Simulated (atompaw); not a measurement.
Building the PAW (atompaw) potential for terbium (Tb) (PBE, scalar-relativistic).

- Element: terbium
- Generator: atompaw 4.2.0.5
- Type: PAW
- Functional: PBE
- Relativity: scalar-relativistic
- Frozen core: [Xe]
- Valence charge: 11
- Reference configuration: 4f9 5d0 6s0 6p0 (charge +2)
- Partial waves: 6s (bound, empty): rc 3.00 bohr; 6s channel at 1.1 Ry: rc 3.00 bohr; 6p (bound, empty): rc 3.00 bohr; 6p channel at 4.4 Ry: rc 3.00 bohr; 5d (bound, empty): rc 3.00 bohr; 5d channel at -0.65 Ry: rc 3.00 bohr; 4f (bound): rc 1.10 bohr; 4f channel at -0.9 Ry: rc 1.10 bohr
- Local potential: bessel scheme, radius 2.40 bohr
- Core correction: smooth core density matched at 2.40 bohr
- Augmentation charge: gaussian compensation charge, radius 2.65 bohr; PAW radius 3.00 bohr; waves and projectors: custom polynom vanderbiltortho

All-electron outer shells of the reference configuration (PBE, scalar-relativistic, ld1.x):

```tsv
shell	level (eV)	outermost node (bohr)	outermost maximum (bohr)
5s	-61.42	0.64	1.18
5p	-38.69	0.69	1.35
4f	-16.82	–	0.56
6s	-14.33	1.58	3.08
5d	-13.59	0.78	1.94
6p	-10.06	1.88	3.76
```

Task: Estimate the cutoffs (Ry, on a coarse ladder) from which the occupation-weighted sum of valence levels, in a spherical-Bessel basis at the reference potential, stays within 10 and 1 mRy of its value at 400 Ry.

Result: 180 Ry and 260 Ry.

Task: What does a ghost test show?

Result: Ghost states, extra bound levels that the all-electron valence spectrum of the same l lacks: s at -51.6 eV, p at -13.4 eV. A true bound ghost makes a file unfit for plane-wave use.

Task: Is the overlap operator S = 1 + Σ q|β⟩⟨β| positive definite (Bessel basis up to 400 Ry)?

Result: Yes: its lowest eigenvalue is 0.12 (s channel).
